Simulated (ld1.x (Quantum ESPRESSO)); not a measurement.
Cutoff test, iron, PAW

Fe, PAW, made with ld1.x (Quantum ESPRESSO) 7.5 (PBE, scalar-relativistic). Core [Ar], reference 3d6 4s1 4p0 (charge +1). Waves: 4s (bound): rcut 1.75, rcutus 2.15 bohr; 4s channel at 0.15 Ry: rcut 1.75, rcutus 2.15 bohr; 4p (bound, empty): rcut 2.70, rcutus 3.30 bohr; 4p channel at 3.25 Ry: rcut 2.70, rcutus 3.30 bohr; 3d (bound): rcut 1.85, rcutus 2.05 bohr; 3d channel at 0.75 Ry: rcut 1.85, rcutus 2.05 bohr. Local part: all-electron potential smoothed inside 3.05 bohr (lloc = -2). Core correction: Bessel-smoothed model core inside 1.40 bohr. Augmentation charge: PSQ, radius 1.90 bohr.

The pseudo-atom Hamiltonian at the reference potential is diagonalised in spherical Bessel functions j_l(qr) that vanish at 20 bohr, with q² up to the cutoff. All-electron valence levels (Ry): 4s -0.9061, 4p -0.5394, 3d -1.1727.

Q: How do the lowest levels (Ry) of each channel move with the cutoff, and are there ghosts?

A:

```
cutoff (Ry)     s #1     s #2     p #1     d #1     d #2     f #1    f #2  Σ f·Δε (mRy)
          8  -0.9057  -0.2467  -0.5394  -0.4472  -0.1567  -0.0544  0.0420        4353.5
         12  -0.9060  -0.2468  -0.5394  -1.0178  -0.1784  -0.0544  0.0420         929.6
         15  -0.9060  -0.2468  -0.5394  -1.1083  -0.1795  -0.0544  0.0420         386.4
         21  -0.9061  -0.2469  -0.5394  -1.1694  -0.1802  -0.0544  0.0420          20.1
         25  -0.9061  -0.2469  -0.5394  -1.1720  -0.1803  -0.0544  0.0420           4.4
         35  -0.9061  -0.2469  -0.5394  -1.1725  -0.1803  -0.0544  0.0420           1.6
         40  -0.9061  -0.2469  -0.5394  -1.1727  -0.1803  -0.0544  0.0420           0.5
         50  -0.9062  -0.2469  -0.5394  -1.1727  -0.1803  -0.0544  0.0420           0.2
        400  -0.9062  -0.2469  -0.5394  -1.1727  -0.1803  -0.0544  0.0420           0.0
```

Result: no extra level below or beside the all-electron valence levels (s, p, d, f tested); 10 mRy is reached at 25 Ry and 1 mRy at 40 Ry.

Its largest configuration-test error is -396 meV.
